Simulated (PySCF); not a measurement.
C6H11O2 (doublet state).
Structure used (GFN2-xTB), in Å, numbered top down from 1:
```
atom  x, y, z in Å
C1     2.7551   -0.5771   -0.5625
O2     1.7925    0.4303   -0.7527
C3     0.8017    0.5154    0.2083
C4    -0.2520    1.5364   -0.0675
C5    -1.5321    0.8644   -0.5978
C6    -1.9029   -0.2854    0.3355
C7    -0.7375   -1.2638    0.4219
O8     0.4629   -0.6224    0.8794
H9     2.2984   -1.5712   -0.5570
H10    3.2856   -0.4349    0.3843
H11    3.4521   -0.4937   -1.3945
H12    0.1399    2.2565   -0.7838
H13   -0.4961    2.0600    0.8618
H14   -2.3432    1.5924   -0.6526
H15   -1.3478    0.4767   -1.6020
H16   -2.7879   -0.8114   -0.0273
H17   -2.1158    0.1055    1.3326
H18   -0.9297   -2.0574    1.1465
H19   -0.5527   -1.7109   -0.5650
```

The hyperfine couplings belong to this conformer and change with its torsions.

As a line formula: `CO[C]1CCCCO1` [radical].

Method: UKS B3LYP, pcH-1 on C H O, non-relativistic, mean-field spin-orbit, GIAO in PySCF. The structure is a single GFN2-xTB conformer in the gas phase; no vibrational or solvent corrections. A GFN2-xTB geometry isn't a minimum of the functional, and hyperfine couplings can be far from their values at a DFT geometry. Stability of the SCF solution: not tested.

(1) The isotropic 17O couplings are -101.6, -23.4 MHz. Assign them to O2; O8.

(2) Match the computed a_iso(1H) values +27.0, +6.9, +4.7, -1.5, +1.3 MHz (means over equivalent nuclei) with the sites H9/H10/H11; H12/H13; H14/H15; H16/H17; H18/H19.

Results:

(1) 
```
site  a_iso (MHz)  ρ(0) (bohr⁻³)        position  distance from C3 (Å)  spin population  largest |T| (MHz)
  O2        -23.4        +0.0385  1 bond from C3                  1.38            +0.10               58.1
  O8       -101.6        +0.1676  1 bond from C3                  1.36             0.00               14.5
```

(2) 
| site | a_iso (MHz) | ρ(0) (bohr⁻³) | position | distance from C3 (Å) | bound to | spin population there | largest \|T\| (MHz) |
| --- | --- | --- | --- | --- | --- | --- | --- |
| H9/H10/H11 | +6.9 | +0.0015 | γ, 3 bonds from C3 | 2.87 | C1 | -0.01 | 6.5 |
| H12/H13 | +27.0 | +0.0060 | β, 2 bonds from C3 | 2.12 | C4 | -0.06 | 10.0 |
| H14/H15 | +1.3 | +0.0003 | γ, 3 bonds from C3 | 3.12 | C5 | +0.04 | 4.7 |
| H16/H17 | +4.7 | +0.0011 | 4 bonds from C3 | 3.49 | C6 | 0.00 | 3.0 |
| H18/H19 | -1.5 | -0.0003 | γ, 3 bonds from C3 | 2.98 | C7 | +0.05 | 6.1 |

ρ(0) is the spin density at the nucleus and T the dipolar tensor; entries for several nuclei are means. The Mulliken spin populations are largest on C3 (+0.83) and O2 (+0.10). No atom but C3 exceeds +0.15. The angles at C3 add up to 351.8°, so it is slightly pyramidal.

β density exceeds α density at some nuclei, such as C4 (-0.0085), spin density in bohr⁻³. In a single determinant that takes different orbitals for the two spins, that is spin polarisation.

Means are taken over nuclei equivalent by connectivity, which assumes that they swap fast. The three 1H nuclei of mean +6.9 MHz run from -2.1 to 12.9 MHz in the frozen geometry. The 1H value of +27.0 MHz is a mean of couplings from 1.0 to 53.1 MHz in this one geometry, not an average over conformers. The 1H value of +1.3 MHz is a mean of couplings from -3.2 to 5.9 MHz in this one geometry, not an average over conformers.
